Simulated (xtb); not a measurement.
Te(Br)(SeH) (BrHSeTe), SMILES [SeH][Te]Br. All values are semi-empirical tight-binding results from xtb (GFN2-xTB unless named), good for trends rather than for accurate numbers. Geometry optimised at GFN2-xTB. The structure was generated by enumeration, and PubChem lists no compound with its InChIKey, so it may never have been made. One conformer was computed; it need not be the lowest.

```json
{
  "orbital_gap": "3.11 eV",
  "zero_point_energy": "4.9 kcal/mol",
  "G − E(el) at 298.15 K (modified RRHO)": "-15.6 kcal/mol",
  "static polarisability (D4 model)": "88.5 bohr³",
  "solvation energy, GFN2-xTB/ALPB(water)": "-2.0 kcal/mol",
  "solvation energy, GFN2-xTB/ALPB(acetone)": "-6.4 kcal/mol"
}
```
